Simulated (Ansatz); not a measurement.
Total energies of arachno-B4H10 (B4H10) from Ansatz at r2SCAN-D4/def2-TZVP, gas phase (1 Eh = 27.2114 eV = 2625.5 kJ/mol). The reference geometry is relaxed at PBE0-D4/def2-SVP.

| atom | x (Å) | y (Å) | z (Å) |
| --- | --- | --- | --- |
| B1 | -0.749 | 1.199 | -0.234 |
| B2 | 0.018 | -0.318 | -0.947 |
| B3 | 1.166 | -0.707 | 0.443 |
| B4 | -0.647 | -0.425 | 0.633 |
| H5 | -1.836 | 1.479 | -0.672 |
| H6 | -0.440 | -1.068 | -1.762 |
| H7 | 1.516 | -1.857 | 0.513 |
| H8 | -1.511 | -1.240 | 0.785 |
| H9 | 0.029 | 0.881 | -1.373 |
| H10 | -1.000 | 0.716 | 1.073 |
| H11 | 1.290 | -0.373 | -0.928 |
| H12 | 0.261 | -0.538 | 1.518 |
| H13 | -0.027 | 2.099 | 0.130 |
| H14 | 1.930 | 0.152 | 0.822 |

```csv
state,geometry,energy (Eh)
charge 0 singlet,reference,-105.33588
charge 1 doublet,reference,-104.93199
free B atom (doublet),–,-24.63675
free H atom (doublet),–,-0.49993
```

Task: Work out the vertical ionisation energy to the doublet.

Result: E(charge 1 doublet) − E(charge 0 singlet) = -104.93199 − (-105.33588) = 0.40389 Eh = 10.99 eV. For comparison, −ε of the highest occupied level is 8.18 eV at this level, 2.81 eV less.

Task: What is the binding energy per atom against free atoms?

Result: Atoms: 4 × (-24.63675) + 10 × (-0.49993) = -103.54630 Eh. Binding: -103.54630 − (-105.33588) = 1.78958 Eh = 48.70 eV, or 3.48 eV for each of 14 atoms (no zero-point energy, no counterpoise term).
